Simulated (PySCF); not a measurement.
Atomic charges by several schemes

Compound: C₅H₁₂O₂Si.
SMILES with atom numbers: `[CH3:1][O:2][SiH2:3][O:4][CH2:5][CH:6]1[CH2:7][CH2:8]1` (hydrogens: H9, H10, H11 on C1; H12, H13 on Si3; H14, H15 on C5; H16 on C6; H17, H18 on C7; H19, H20 on C8)

Structure used (GFN2-xTB), in Å, numbered top down from 1:
```
atom  x, y, z in Å
C1     4.0284    0.3985    0.0037
O2     2.6785    0.6374   -0.2195
Si3    1.5688   -0.4761   -0.5745
O4     0.2872    0.4809   -0.7449
C5    -1.0133    0.0827   -1.0538
C6    -1.7874   -0.3165    0.1793
C7    -2.5321    0.7219    0.9623
C8    -3.2856   -0.2907    0.1564
H9     4.5326    0.1297   -0.9284
H10    4.1738   -0.4150    0.7186
H11    4.4756    1.3098    0.4024
H12    1.8682   -1.1991   -1.8179
H13    1.4394   -1.4634    0.5049
H14   -0.9875   -0.7576   -1.7603
H15   -1.5026    0.9324   -1.5428
H16   -1.3044   -1.1108    0.7337
H17   -2.5510    0.6422    2.0380
H18   -2.5036    1.7388    0.6028
H19   -3.8190   -1.0709    0.6774
H20   -3.7712    0.0365   -0.7503
```

Density: PBE0/pcSseg-1 (PySCF); schemes: Mulliken, IAO, Hirshfeld and ESP-fitted. The structure is a single GFN2-xTB conformer in the gas phase; no vibrational or solvent corrections.

Problem. Give the atomic charges in each scheme.

Solution. In e; atoms taken as equivalent share a row and are averaged (×n: the atom named and its like, n in all):

```csv
atom,environment,Mulliken,IAO,Hirshfeld,ESP-fitted
C1,methoxy carbon,-0.010,-0.196,-0.032,-0.136
O2,silyl ether oxygen,-0.607,-0.635,-0.225,-0.373
Si3,oxygen-bound silicon,+0.933,+1.231,+0.435,+0.805
O4,silyl ether oxygen,-0.606,-0.637,-0.221,-0.457
C5,sp3 carbon bound to oxygen,+0.183,-0.039,+0.013,-0.083
C6,three-membered-ring carbon,-0.342,-0.145,-0.047,-0.036
C7/C8,three-membered-ring carbon,-0.194,-0.295,-0.089,-0.335
H9/H10/H11,methyl hydrogen,+0.103,+0.136,+0.044,+0.095
H12/H13,Si–H hydrogen,-0.160,-0.195,-0.094,-0.160
H14/H15,methylene hydrogen,+0.102,+0.128,+0.040,+0.125
H16,methine hydrogen,+0.130,+0.142,+0.042,+0.134
H17/H19,methylene hydrogen,+0.130,+0.151,+0.048,+0.152
H18/H20,methylene hydrogen,+0.127,+0.147,+0.047,+0.148
```

Mean size of the charges over all atoms: IAO 0.263 e, Mulliken 0.227 e, ESP-fitted 0.207 e, Hirshfeld 0.089 e. Each set sums to the total charge, 0, to within 0.001 e. The Mulliken scheme counts on each atom the diagonal of the density matrix times the overlap matrix over that atom's basis functions.

Some averages cover members that differ in this geometry: C7/C8, ESP-fitted -0.406 to -0.264; H14/H15, ESP-fitted +0.077 to +0.172; H17/H19, ESP-fitted +0.135 to +0.170; H9/H10/H11, IAO +0.123 to +0.155 e.

Lowest charge. The schemes don't all agree: Mulliken O2 (-0.607); IAO O4 (-0.637); Hirshfeld O2 (-0.225); ESP-fitted O4 (-0.457).

Highest charge. All schemes agree: Mulliken Si3 (+0.933); IAO Si3 (+1.231); Hirshfeld Si3 (+0.435); ESP-fitted Si3 (+0.805).

Problem. Sum the charges by element, for elements with more than one atom.

Solution. 
```json
{"element": "C", "atoms": "5", "Mulliken": "-0.556", "IAO": "-0.970", "Hirshfeld": "-0.244", "ESP-fitted": "-0.923"}
{"element": "O", "atoms": "2", "Mulliken": "-1.213", "IAO": "-1.272", "Hirshfeld": "-0.446", "ESP-fitted": "-0.830"}
{"element": "H", "atoms": "12", "Mulliken": "+0.836", "IAO": "+1.011", "Hirshfeld": "+0.255", "ESP-fitted": "+0.948"}
```

Problem. How many electrons does the ESP-fitted scheme count on O4?

Solution. Z − q = 8 − (-0.457) ≈ 8.456.
